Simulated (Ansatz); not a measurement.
Geometry optimisation, RHF/def2-SVP in Ansatz 0.2.0.

input.yaml

```yaml
crystal:
  periodic: [false, false, false]
  atoms:
    - { symbol: Ti, position_ang: [0.0, 0.0, 0.0] }
    - { symbol: "N", position_ang: [0.0, 0.0, 2.06] }
    - { symbol: H, position_ang: [-0.877, -0.2713, 2.59] }
    - { symbol: H, position_ang: [0.877, 0.2713, 2.59] }
    - { symbol: F, position_ang: [1.7257, 0.0, -0.6094] }
    - { symbol: O, position_ang: [-0.9043, 1.5667, -0.6394] }
    - { symbol: H, position_ang: [-1.8621, 1.336, -0.8617] }
    - { symbol: "N", position_ang: [-0.9703, -1.681, -0.686] }
    - { symbol: H, position_ang: [-1.5052, -2.2973, -0.0095] }
    - { symbol: H, position_ang: [-0.9349, -1.9302, -1.7156] }
basis:
  gaussian: { orbitals: def2-SVP }
hamiltonian:
  xc: hf
relax:
  f_tol: 0.02
  max_steps: 40
output:
  orbitals: {}
```

Launched with:

```bash
$ ansatz run input.yaml --threads 2 --pin off --max-ram 3072MiB --backend cpu --events-out ev --progress --plain --runs-dir out
```

Where does it end, and by what steps?

The forces met the threshold. After 15 steps the energy has fallen by 1.951 eV; H4 moved furthest, 1.08 Å.

| step | energy less start (eV) | largest force component (eV/Å) | accepted |
| --- | --- | --- | --- |
| 0 | 0.0000 | 3.683 | yes |
| 1 | -1.6732 | 1.110 | yes |
| 2 | -1.7901 | 0.561 | yes |
| 3 | -1.8618 | 0.412 | yes |
| 4 | -1.8984 | 0.295 | yes |
| 5 | -1.9184 | 0.269 | yes |
| 6 | -1.9280 | 0.382 | yes |
| 7 | -1.9383 | 0.187 | yes |
| 8 | -1.9368 | 0.387 | no |
| 9 | -1.9453 | 0.127 | yes |
| 10 | -1.9493 | 0.045 | yes |
| 11 | -1.9500 | 0.065 | yes |
| 12 | -1.9421 | 0.482 | no |
| 13 | -1.9507 | 0.021 | yes |
| 14 | -1.9509 | 0.024 | yes |
| 15 | -1.9510 | 0.007 | yes |

```xyz
10
Properties=species:S:1:pos:R:3
Ti -0.119 -0.012 0.022
N -0.067 -0.059 1.882
H -0.485 0.636 2.474
H 0.463 -0.716 2.427
F 1.471 0.144 -0.723
O -1.152 1.357 -0.414
H -1.906 1.648 -0.898
N -0.764 -1.661 -0.562
H -1.409 -2.248 -0.065
H -0.482 -2.095 -1.423
```

Whether the end is a true minimum wasn't checked by a vibrational analysis.

The run took 84 s on 2 threads of Intel(R) Xeon(R) Platinum 8259CL CPU @ 2.50GHz (Skylake/Cascade Lake), with other jobs on the host, peak memory 0.27 GiB.
